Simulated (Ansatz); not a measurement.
C2H6BFOSi. The species carries charge 0 and has multiplicity 1. The bonds changed during the relaxation, so this is another structure than the one it started from.

```xyz
12

B     1.317   -0.927   -0.196
C     0.037   -1.793    0.096
F    -0.137   -3.083    0.102
O    -0.991   -1.122    0.405
Si    0.038    0.400    0.597
C    -0.829    1.758   -0.327
H     2.379   -1.315    0.195
H     1.261   -0.703   -1.390
H    -0.083    0.636    2.060
H    -0.889    1.530   -1.392
H    -1.836    1.927    0.062
H    -0.266    2.690   -0.213
```

Question: Give the diagnostics of a CCSD(T)/def2-TZVPP run (frozen core, the Gaussian-basis code of Ansatz). (An estimate is asked.)

Answer: Computed: T1 = 0.0156, largest single amplitude 0.038, largest double 0.019, (T) share of the correlation energy 3.9 %, 10 CCSD cycles. The RHF solution is stable towards an unrestricted one. T1 lies under the customary mark of 0.02 for closed shells.
